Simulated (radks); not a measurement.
Problem. The table gives one normalised radial function P(r) = r R(r) of Ne9+ in 1s1 (r in bohr). All-electron calculation, scalar-relativistic Kohn-Sham, LDA (Slater exchange, Perdew-Wang correlation), spin-polarised, spherical densities, finite nucleus; open shells are filled with parallel spins first; Fermi nuclear charge, rms radius 3.0055 fm. Program: a radial shooting solver on a logarithmic mesh with Libxc functionals.

| r | P |
|---|---|
| 0.005839 | 0.3500 |
| 0.006798 | 0.4034 |
| 0.007914 | 0.4642 |
| 0.009213 | 0.5332 |
| 0.01073 | 0.6111 |
| 0.01249 | 0.6988 |
| 0.01442 | 0.7912 |
| 0.01679 | 0.8992 |
| 0.01954 | 1.0179 |
| 0.02275 | 1.1471 |
| 0.02649 | 1.2859 |
| 0.03083 | 1.4326 |
| 0.0359 | 1.5848 |
| 0.04179 | 1.7387 |
| 0.04865 | 1.8891 |
| 0.05664 | 2.0296 |
| 0.06593 | 2.1522 |
| 0.07676 | 2.2478 |
| 0.08864 | 2.3045 |
| 0.1032 | 2.3193 |
| 0.1201 | 2.2796 |
| 0.1399 | 2.1796 |
| 0.1628 | 2.0184 |
| 0.1895 | 1.8007 |
| 0.2207 | 1.5384 |
| 0.2569 | 1.2497 |
| 0.2991 | 0.9574 |
| 0.3482 | 0.6852 |
| 0.4053 | 0.4530 |
| 0.4718 | 0.2732 |
| 0.5493 | 0.1480 |

Which n and l does it have? It may be an empty orbital.

Solution. n = 1, l = 0: the number of nodes gives n - l - 1 = 0, the rise at small r (about r^(l+1)) gives l, and the extent must fit the shell. The curve is that of 1s up; the table hardly tells the two spins apart. 1s up: eigenvalue -1291.3 eV, 0 radial nodes, <r> = 0.151 bohr, 90 % of the charge inside 0.268 bohr.
